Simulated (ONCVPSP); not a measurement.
# What one change does to a pseudopotential (silicon, ONCV)

ONCVPSP 4.0.1 input, shortened (lines: element, Z, core and valence counts, functional; n l f; lmax; l rc ep ncon nbas qcut; lloc lpopt rc5 dvloc0; l nproj debl; icmod fcfact rcfact), LDA (Perdew-Zunger), scalar-relativistic:

```
  Si 14.00    3    2        3      upf
    1    0    2.00
    2    0    2.00
    2    1    6.00
    3    0    1.50
    3    1    2.50
    2
    0    1.50    0.00    4    7    3.90
    1    2.40    0.00    4    8    4.10
    2    2.10    0.07    5    8    4.10
    4    4    1.00    1.00
    0    1    1.10
    1    2    1.60
    2    2    3.20
    0    0.00    0.00
```

Change: s: qcut 4.6; p: qcut 4.9; d: qcut 4.9.

Cutoffs: the cutoffs (Ha) at which the residual kinetic energy of the hardest occupied pseudo-wave falls to 1 and 0.1 mHa per electron; they do not see the model core or the augmentation charge, which bear on the density cutoff. Errors are all-electron minus pseudo energies relative to the spin-unpolarised reference configuration.

Task: Predict the effect on cutoff, ghosts and configuration errors.

Result: The potential gets harder (7.7 Ha and 20 Ha → 7.9 Ha and 27 Ha); of the 4 tests that both files solve, the error grows in 1 and shrinks in 0 by more than 15 % and 0.3 meV (median size 7.3 → 6.7 meV); neither file shows a bound ghost.

| quantity | base | changed |
| --- | --- | --- |
| cutoff, loose | 7.7 Ha | 7.9 Ha |
| cutoff, tight | 20 Ha | 27 Ha |
| loose cutoff by channel | s 7.7 Ha, p 3.3 Ha | s 7.9 Ha, p 3.3 Ha |
| bound ghosts | none | none |
| GHOST(+) flags under 300 eV | s at 39.3 eV | s at 40.3 eV |
| error for 3s2 3p2, meV [ΔE -3.38 eV] | +1.5 | +1.4 |
| error for 3s2 3p1, meV [ΔE 4.45 eV] | +1.0 | +1.3 |
| error for 3s2 3p0, meV [ΔE 20.56 eV] | +26 | +28 |
| error for 3s0 3p4, meV [ΔE 10.40 eV] | +13 | +12 |
| s: phases at 1.52 bohr within 0.05 rad from the reference energy up to (Ha; the scan ends near 5) | 0.5 | 0.6 |
| p: phases at 2.44 bohr within 0.05 rad from the reference energy up to (Ha; the scan ends near 5) | 4.7 | 4.9 |
| d: phases at 2.13 bohr within 0.05 rad from the reference energy up to (Ha; the scan ends near 5) | to the end of the scan | to the end of the scan |

Base: The cutoffs count occupied waves only; projector 2 of the d channel, the hardest unoccupied one, needs 53 Ha at the loose tolerance. Changed file: The cutoffs count occupied waves only; projector 2 of the d channel, the hardest unoccupied one, needs 54 Ha at the loose tolerance.
